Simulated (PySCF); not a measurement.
Compound: C7H8O.
Bonds: C1–C2 (aromatic), C2–C3 (aromatic), C3–C4, C4–C5, C5–C6, C3–C7 (aromatic), C7–O8 (aromatic), C1–O8 (aromatic), C4–C6. Hydrogens: H9 on C1; H10 on C2; H11 on C4; H12, H13 on C5; H14, H15 on C6; H16 on C7.

The same species was optimised twice, with GFN2-xTB and with PBE0-D3(BJ)/def2-SVP (PySCF), and the same property calculations (PySCF, gas phase) were run on both structures.

```
     coordinate  GFN2-xTB  PBE0-D3(BJ)/def2-SVP  change
      C2–C3 (Å)     1.424                 1.438  +0.014
      C3–C4 (Å)     1.469                 1.476  +0.007
      C7–O8 (Å)     1.346                 1.351  +0.005
      C1–C2 (Å)     1.359                 1.362  +0.003
      C1–O8 (Å)     1.342                 1.345  +0.003
      C4–C6 (Å)     1.505                 1.507  +0.002
      C5–C6 (Å)     1.493                 1.495  +0.002
      C4–C5 (Å)     1.506                 1.507  +0.001
      C3–C7 (Å)     1.365                 1.366  +0.001
   C3–C4–C5 (°)     120.0                 120.5    +0.5
   C1–O8–C7 (°)     106.8                 107.4    +0.6
   C3–C4–C6 (°)     120.1                 120.6    +0.5
   C2–C1–O8 (°)     110.8                 110.5    -0.3
   C2–C3–C4 (°)     128.0                 128.1    +0.1
   C3–C7–O8 (°)     111.1                 110.9    -0.2
   C4–C3–C7 (°)     126.9                 126.8    -0.1
   C2–C3–C7 (°)     105.1                 105.0    -0.1
C2–C3–C4–C5 (°)        36                    36       0
```

Rotational constants: A = 6070, B = 1381, C = 1234 MHz (GFN2-xTB) against A = 6017, B = 1367, C = 1221 MHz (PBE0-D3(BJ)/def2-SVP).

On the GFN2-xTB structure: lowest singlet, TDDFT (eV) 6.11 [CAM-B3LYP/def2-SVPD]; lowest triplet, Tamm–Dancoff (eV) 3.99 [CAM-B3LYP/def2-SVPD]; isotropic polarisability (au) 78.9 [CAM-B3LYP/def2-SVPD]; HOMO (eV) -7.61 [CAM-B3LYP/def2-SVPD]; LUMO (eV) 1.42 [CAM-B3LYP/def2-SVPD]; dipole (D) 1.08 [CAM-B3LYP/def2-SVPD]; HOMO (eV) -6.33 [PBE0/pcSseg-1]; LUMO (eV) 0.46 [PBE0/pcSseg-1]; dipole (D) 0.96 [PBE0/pcSseg-1]; GIAO shielding of C1 (ppm) 38.7 [PBE0/pcSseg-1]; GIAO shielding of C2 (ppm) 75.3 [PBE0/pcSseg-1]; GIAO shielding of C3 (ppm) 50.5 [PBE0/pcSseg-1]; GIAO shielding of C4 (ppm) 177.0 [PBE0/pcSseg-1]; GIAO shielding of C5/C6 (mean) (ppm) 175.5 [PBE0/pcSseg-1]; GIAO shielding of C7 (ppm) 43.0 [PBE0/pcSseg-1]; GIAO shielding of O8 (ppm) 40.2 [PBE0/pcSseg-1].

Problem. What do these properties become on the PBE0-D3(BJ)/def2-SVP structure?

Solution. 
```
                                    property                level  on GFN2-xTB  on PBE0-D3(BJ)/def2-SVP  change
                  lowest singlet, TDDFT (eV)  CAM-B3LYP/def2-SVPD         6.11                     6.12   +0.01
           lowest triplet, Tamm–Dancoff (eV)  CAM-B3LYP/def2-SVPD         3.99                     4.00   +0.01
               isotropic polarisability (au)  CAM-B3LYP/def2-SVPD         78.9                     80.0    +1.1
                                   HOMO (eV)  CAM-B3LYP/def2-SVPD        -7.61                    -7.64   -0.03
                                   LUMO (eV)  CAM-B3LYP/def2-SVPD         1.42                     1.40   -0.02
                                  dipole (D)  CAM-B3LYP/def2-SVPD         1.08                     1.04   -0.04
energy, GFN2-xTB geometry as zero (kcal/mol)  CAM-B3LYP/def2-SVPD          0.0                     -0.7    -0.7
                                   HOMO (eV)        PBE0/pcSseg-1        -6.33                    -6.36   -0.03
                                   LUMO (eV)        PBE0/pcSseg-1         0.46                     0.44   -0.02
                                  dipole (D)        PBE0/pcSseg-1         0.96                     0.93   -0.03
energy, GFN2-xTB geometry as zero (kcal/mol)        PBE0/pcSseg-1          0.0                     -0.4    -0.4
                  GIAO shielding of C1 (ppm)        PBE0/pcSseg-1         38.7                     37.5    -1.2
                  GIAO shielding of C2 (ppm)        PBE0/pcSseg-1         75.3                     74.0    -1.3
                  GIAO shielding of C3 (ppm)        PBE0/pcSseg-1         50.5                     50.0    -0.5
                  GIAO shielding of C4 (ppm)        PBE0/pcSseg-1        177.0                    175.8    -1.2
        GIAO shielding of C5/C6 (mean) (ppm)        PBE0/pcSseg-1        175.5                    173.3    -2.2
                  GIAO shielding of C7 (ppm)        PBE0/pcSseg-1         43.0                     41.7    -1.3
                  GIAO shielding of O8 (ppm)        PBE0/pcSseg-1         40.2                     35.9    -4.3
```

The heavy atoms differ by 0.013 Å rms after alignment. Among bonds between heavy atoms C2–C3 changes most (+0.014 Å). Changes are differences of the printed values. Neither structure is proved a minimum here.

Conformer computed: `[cH:1]1[cH:2][c:3]([CH:4]2[CH2:5][CH2:6]2)[cH:7][o:8]1`: C2–C3–C4–C5 36°.
